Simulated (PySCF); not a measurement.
Species: C9H11OP.
Numbering: `[CH3:1][P@@:2]1(=[O:3])[CH2:4][CH2:5][c:6]2[cH:7][cH:8][cH:9][cH:10][c:11]21`

Structure used (GFN2-xTB), in Å, numbered top down from 1:
```xyz
22
C9H11OP angstrom
C      2.5431   -0.9680   -0.0899
P      1.4015   -0.0501    1.0143
O      1.7126   -0.2210    2.4380
C      1.3026    1.6784    0.3746
C      0.2508    1.6592   -0.7355
C     -0.7343    0.5644   -0.4257
C     -2.0152    0.4757   -0.9421
C     -2.8268   -0.5877   -0.5771
C     -2.3700   -1.5606    0.2982
C     -1.0878   -1.4806    0.8166
C     -0.2813   -0.4209    0.4470
H      3.5549   -0.6248    0.1202
H      2.4747   -2.0238    0.1663
H      2.3044   -0.8239   -1.1389
H      0.9706    2.2899    1.2179
H      2.2684    2.0588    0.0413
H     -0.2552    2.6229   -0.8260
H      0.7234    1.4475   -1.6997
H     -2.3846    1.2344   -1.6176
H     -3.8296   -0.6526   -0.9729
H     -3.0172   -2.3777    0.5802
H     -0.7151   -2.2203    1.5099
```

NICS = −σ at a ghost point: NICS(0) at the centroid of the ring atoms, NICS(1) 1 Å to either side along the normal of their mean plane, zz for the tensor component along that normal. Level: GIAO PBE0/pcSseg-1 (PySCF, non-relativistic, gas phase) on the GFN2-xTB geometry, one conformer.

Ring bond lengths (Å), with Mayer bond orders in brackets: P2–C4 1.846 (0.89), C4–C5 1.529 (1.03), C5–C6 1.505 (1.03), C6–C11 1.392 (1.35), C11–P2 1.814 (0.80); C6–C7 1.384 (1.44), C7–C8 1.387 (1.44), C8–C9 1.386 (1.43), C9–C10 1.385 (1.44), C10–C11 1.382 (1.45), C11–C6 1.392 (1.35).

Q: What do the NICS probes read (ppm)?

A: 
```csv
ring,type,NICS(0),"NICS(1), two faces","NICS(1)zz, two faces",rms pucker (Å),"centre to ring atoms, mean (Å)"
P2–C4–C5–C6–C11,"5-membered ring with P; formal bonds 1 aromatic, 4 single",-1.9,-2.8 / -3.2,1.1 / -0.8,0.13,1.36
C6–C7–C8–C9–C10–C11,6-membered carbocycle; formal bonds all aromatic,-8.5,-11.6 / -11.3,-28.5 / -27.5,0.00,1.39
```

Q: What can be read from them?

A: 
- P2–C4–C5–C6–C11: mean NICS(1)zz 0.2 ppm, near zero. P2, C4, C5 have four or more neighbours, so the value isn't read as a sign of a π ring current.
- C6–C7–C8–C9–C10–C11: mean NICS(1)zz -28.0 ppm, shielded. The ring is flat and has no four-coordinate atom; by the NICS criterion it is aromatic, though in fused rings the probe also feels the neighbouring ring.

Q: What does the geometric index give? Use HOMA with the parameters of Krygowski (1993).

A: 
- C6–C7–C8–C9–C10–C11: HOMA 1.00 = 1 − EN − GEO, with mean bond length 1.386 Å, EN = α(Ropt − mean)² = 0.001 and GEO = α × variance = 0.002. The geometric and the magnetic index point the same way.
